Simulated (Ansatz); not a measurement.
Geometry optimisation, DFT PBE, scalar-relativistic, plane waves, PAW in Ansatz 0.2.0.

The input (input.yaml):

```yaml
crystal:
  lattice:
    - [8.598418, 0.0, 0.0]
    - [0.0, 8.598418, 0.0]
    - [0.0, 0.0, 20.12]
  atoms:
    - { symbol: Sr, position: [0.25, 0.25, 0.0497018] }
    - { symbol: Sr, position: [0.75, 0.25, 0.0497018] }
    - { symbol: Sr, position: [0.25, 0.75, 0.0497018] }
    - { symbol: Sr, position: [0.75, 0.75, 0.0497018] }
    - { symbol: Sr, position: [0.0, 0.0, 0.2007952] }
    - { symbol: Sr, position: [0.5, 0.0, 0.2007952] }
    - { symbol: Sr, position: [0.0, 0.5, 0.2007952] }
    - { symbol: Sr, position: [0.5, 0.5, 0.2007952] }
    - { symbol: Sr, position: [0.25, 0.25, 0.3518887] }
    - { symbol: Sr, position: [0.75, 0.25, 0.3518887] }
    - { symbol: Sr, position: [0.25, 0.75, 0.3518887] }
    - { symbol: Sr, position: [0.75, 0.75, 0.3518887] }
    - { symbol: Sr, position: [0.0, 0.0, 0.5029821] }
    - { symbol: Sr, position: [0.5, 0.0, 0.5029821] }
    - { symbol: Sr, position: [0.0, 0.5, 0.5029821] }
    - { symbol: Sr, position: [0.5, 0.5, 0.5029821] }
    - { symbol: C, position: [0.8449624, 0.1701677, 0.5994036] }
basis:
  ecutwfc: 420.0
kpoints:
  mp_grid: { grid: [1, 1, 1] }
hamiltonian:
  xc: pbe
scf:
  occupations: { method: fermi_dirac, width: 0.05 }
  lower_state_search: "off"
relax:
  f_tol: 0.08
  max_steps: 25
  adjacent_minimum: "off"
  constraints: [{ sites: [0, 1, 2, 3] }]
```

Command:

```bash
$ ansatz run input.yaml --threads 2 --pin off --max-ram 5120MiB --backend cpu --events-out ev --progress --plain --runs-dir out
```

Where does it end, and by what steps?

It converged. The force dipped under the threshold on the way, but the program's further checks kept it going. Limits of this set-up: coarse k mesh, slab without dipole correction, a typed lattice constant that wasn't relaxed here. After 19 steps the energy has fallen by 4.106 eV; C17 moved furthest, 3.17 Å. Joined: Sr10–C17 (5.09 → 2.62 Å), Sr14–C17 (3.83 → 2.65 Å), Sr15–C17 (3.69 → 2.65 Å), Sr16–C17 (4.54 → 2.65 Å).

```
step  energy less start (eV)  largest force component (eV/Å)  accepted
   0                  0.0000                           1.724       yes
   1                 -0.4763                           1.612       yes
   2                 -0.9373                           1.322       yes
   3                 -1.3788                           1.263       yes
   4                 -1.8274                           1.274       yes
   5                 -2.2618                           1.199       yes
   6                 -2.6326                           1.030       yes
   7                 -2.9040                           0.812       yes
   8                 -3.0926                           0.731       yes
   9                 -3.2819                           0.582       yes
  10                 -3.4756                           0.525       yes
  11                 -3.6236                           0.464       yes
  12                 -3.7605                           0.407       yes
  13                 -3.8929                           0.328       yes
  14                 -3.9947                           0.217       yes
  15                 -4.0377                           0.314       yes
  16                 -4.0641                           0.287       yes
  17                 -4.1026                           0.024       yes
  18                 -4.1026                           0.024       yes
  19                 -4.1064                           0.041       yes
```

```xyz
17
Lattice="8.5984 0.0000 0.0000 0.0000 8.5984 0.0000 0.0000 0.0000 20.1200" Properties=species:S:1:pos:R:3
Sr 2.150 2.150 1.000
Sr 6.449 2.150 1.000
Sr 2.150 6.449 1.000
Sr 6.449 6.449 1.000
Sr 0.008 -0.008 3.680
Sr 4.293 -0.007 3.682
Sr 0.007 4.306 3.681
Sr 4.294 4.305 3.682
Sr 2.152 2.148 6.339
Sr 6.447 2.152 6.455
Sr 2.151 6.449 6.493
Sr 6.450 6.446 6.338
Sr -0.267 0.279 9.224
Sr 4.572 0.276 9.230
Sr -0.280 4.017 9.233
Sr 4.587 4.018 9.223
C 6.450 2.142 9.072
```

Whether the end is a true minimum wasn't checked by a vibrational analysis.

Run time: 110 s on 2 threads of Intel(R) Xeon(R) Platinum 8259CL CPU @ 2.50GHz (Skylake/Cascade Lake), on a shared host, peak memory 1 GiB.
